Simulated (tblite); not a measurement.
C4H9ClGeO.
Atom-mapped SMILES: `[CH3:1][O:2]/[CH:3]=[CH:4]\[C@H:5]([Cl:6])[GeH3:7]` (hydrogens: H8, H9, H10 on C1; H11 on C3; H12 on C4; H13 on C5; H14, H15, H16 on Ge7)

Computed with GFN2-xTB (tblite), gas phase: L-BFGS steps from a force-field or distance-geometry start until the largest atomic force falls under 0.01 eV/Å.

Step 75: E = -643.3960 eV
```
atom  x, y, z in Å  |  force x, y, z in eV/Å
C1      3.0784   -0.0047    0.6376    0.019  -0.084   0.085
O2      1.7289    0.3037    0.4081   -0.090   0.015  -0.034
C3      0.9669   -0.6316   -0.2047    0.025  -0.032   0.013
C4     -0.3233   -0.5013   -0.4954   -0.062  -0.004  -0.026
C5     -1.2355    0.6513   -0.2824   -0.027  -0.001  -0.037
Cl6    -0.5354    1.9525    0.7044    0.002   0.021   0.069
Ge7    -2.9542    0.1612    0.6015    0.009   0.017  -0.048
H8      3.3477    0.4356    1.5969    0.032   0.030   0.042
H9      3.7188    0.4233   -0.1376   -0.020   0.039  -0.109
H10     3.2472   -1.0840    0.6792    0.004  -0.036   0.009
H11     1.4608   -1.5683   -0.4509    0.054   0.019   0.034
H12    -0.8090   -1.3441   -0.9697    0.002   0.011  -0.028
H13    -1.4720    1.1082   -1.2486    0.033   0.027  -0.029
H14    -2.7471   -0.7590    1.7573    0.029   0.033   0.017
H15    -3.8365   -0.5360   -0.3937   -0.006  -0.041   0.025
H16    -3.6433    1.4024    1.0542   -0.004  -0.015   0.017
```

Step 76: E = -643.3982 eV
```
atom  x, y, z in Å  |  force x, y, z in eV/Å
C1      3.0752   -0.0063    0.6395    0.022  -0.113   0.131
O2      1.7264    0.3032    0.4050   -0.057   0.010  -0.031
C3      0.9669   -0.6302   -0.2133    0.014  -0.028  -0.001
C4     -0.3236   -0.4999   -0.5038   -0.048   0.005  -0.027
C5     -1.2379    0.6486   -0.2796   -0.008   0.032  -0.064
Cl6    -0.5428    1.9436    0.7182    0.024   0.026   0.102
Ge7    -2.9526    0.1560    0.6033   -0.018   0.039  -0.051
H8      3.3423    0.4438    1.5953    0.034   0.043   0.023
H9      3.7215    0.4064   -0.1385   -0.032   0.059  -0.118
H10     3.2434   -1.0855    0.6986   -0.023  -0.030  -0.001
H11     1.4630   -1.5637   -0.4664    0.057   0.014   0.033
H12    -0.8075   -1.3382   -0.9869   -0.001   0.001  -0.026
H13    -1.4728    1.1216   -1.2384    0.025  -0.010  -0.053
H14    -2.7343   -0.7408    1.7746    0.015   0.027   0.016
H15    -3.8339   -0.5567   -0.3833    0.007  -0.042   0.042
H16    -3.6409    1.4072    1.0317   -0.012  -0.033   0.025
```

**Question.** Estimate the geometry and energy of step 77. (The exact step hangs on the optimiser's Hessian estimate; all steps are aligned on step 76, rigid shifts and turns removed.)

**Answer.** E = -643.4013 eV, largest force 0.220 eV/Å
```
atom  x, y, z in Å  |  force x, y, z in eV/Å
C1      3.0702   -0.0073    0.6399    0.020  -0.151   0.159
O2      1.7182    0.2953    0.4248   -0.093   0.030  -0.008
C3      0.9631   -0.6325   -0.2067    0.017  -0.015  -0.029
C4     -0.3236   -0.4981   -0.5105   -0.032   0.011  -0.036
C5     -1.2399    0.6465   -0.2798    0.022   0.086  -0.082
Cl6    -0.5548    1.9342    0.7366    0.041   0.009   0.119
Ge7    -2.9503    0.1500    0.5986   -0.037   0.060  -0.052
H8      3.3524    0.4528    1.5851    0.036   0.069   0.051
H9      3.7016    0.3951   -0.1524    0.016   0.092  -0.171
H10     3.2429   -1.0847    0.7092   -0.025  -0.059   0.001
H11     1.4623   -1.5626   -0.4633    0.059  -0.007   0.023
H12    -0.8016   -1.3306   -1.0090   -0.013  -0.005  -0.017
H13    -1.4684    1.1391   -1.2299    0.021  -0.052  -0.084
H14    -2.7141   -0.7251    1.7800   -0.002   0.006   0.035
H15    -3.8372   -0.5737   -0.3749    0.017  -0.047   0.045
H16    -3.6284    1.4109    1.0083   -0.047  -0.026   0.045
```

The energy changes by -0.0031 eV. The first-order estimate −F·Δx gives -0.0045 eV and the mean of the old and new forces, exact on a quadratic surface, -0.0030 eV. The step makes an angle of 78° with the force vector and moves no atom by more than 0.027 Å.

The cost below is that of the whole relaxation. Hardware: one thread, Arm Neoverse N1 (aarch64), shared host with 64 logical CPUs at a one-minute load of 60. Cost: 3.4 s wall.
